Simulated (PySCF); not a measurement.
## Finite-field polarisability of Cl (chlorine, neutral)

[Ne] 3s2 3p5, 2P determinant. Computed with PySCF 2.14 in aug-cc-pwCVTZ (8s7p5d3f, 75 functions), with no relativity, point nucleus. Frozen: [Ne]. Energy changes in a uniform field (μhartree):

```
axis  F (au)        HF       MP2      CCSD   CCSD(T)
   x  0.0039   -97.902  -100.154   -99.778  -100.296
   x  0.0078  -391.664  -400.684  -399.184  -401.256
   y  0.0037   -99.163  -102.394  -101.941  -102.699
   y  0.0074  -396.783  -409.728  -407.916  -410.952
```

By symmetry the remaining axis equals y.

(1) Derive α along x at CCSD(T) from the two fields.

(2) And the mean polarisability at each level?

Results:

(1) With ΔE = −αF²/2 − γF⁴/24, α = −(16 ΔE(F) − ΔE(2F))/(6F²) = 13.19 bohr³.

(2) The components xx, yy, zz at CCSD(T) are 13.19, 15.00, 15.00, the third axis being equal by symmetry to one of the two computed. Means: HF 13.95, MP2 14.36, CCSD 14.30, CCSD(T) 14.40 bohr³. Reference: 14.6 ± 0.1 bohr³ (recommended; Schwerdtfeger and Nagle, table of static dipole polarizabilities (2023 update)).
